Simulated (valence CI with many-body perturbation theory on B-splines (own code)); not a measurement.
# Questions on Zr+

Calculated by relativistic CI+MBPT: three valence electrons over a frozen Dirac-Fock core [Kr], a basis of 7 s, 7 p, 8 d, 6 f, 4 g, 1 h functions for each j, with the one-electron correlation potential Σ1, the two-electron term Σ2, the three-electron term Σ3, Breit, model QED; selected CI, second order for the rest, scaled by the run's own slope (own B-spline code, finite nucleus).

Set against measurement, 13 paired levels are off by 192 cm⁻¹ on average, the worst by 513. These come from a selection out of the NIST Handbook of Basic Atomic Spectroscopic Data. Levels without a partner in it may be off by more, other configurations by 1,000 to 4,000 cm⁻¹. Only levels of the ground parity were solved; by the run's estimate the other parity begins above the list, which can be wrong where configurations are misplaced.

Rates and lifetimes use the calculated energies. Strong lines usually hold to 10 to 20 %, long lifetimes can be off by a factor of two.

Task: What is the ground level?

Result: 4d2.5s 4F_3/2, composition 98 % 4d2.5s 4F, g = 0.402.

Task: How well does LS coupling describe the low levels?

Result: Among the lowest 20 levels the leading LS term, summed over configurations, holds 97 % on average. For single configurations the figures are 85 % in LS and 53 % in jj coupling. Terms mix most in the J = 5/2 level at 4700 cm⁻¹, where the leading one holds 87 %.

Task: How is the term 4F of the ground level split?

Result: J = 3/2 at 0.0, J = 5/2 at 313, J = 7/2 at 759, J = 9/2 at 1317 cm⁻¹.

Task: What are the static dipole polarisabilities of the lowest levels?

Result: 4d2.5s 4F_3/2 65.2 (tensor -0.61); 4d2.5s 4F_5/2 65.0 (tensor -0.44); 4d2.5s 4F_7/2 64.9 (tensor -0.59); 4d2.5s 4F_9/2 64.7 (tensor -1.1) bohr³, of which the core gives 2.98.

Task: What is the ionisation energy?

Result: 12.922 eV; NIST lists 13.13 eV (measured).
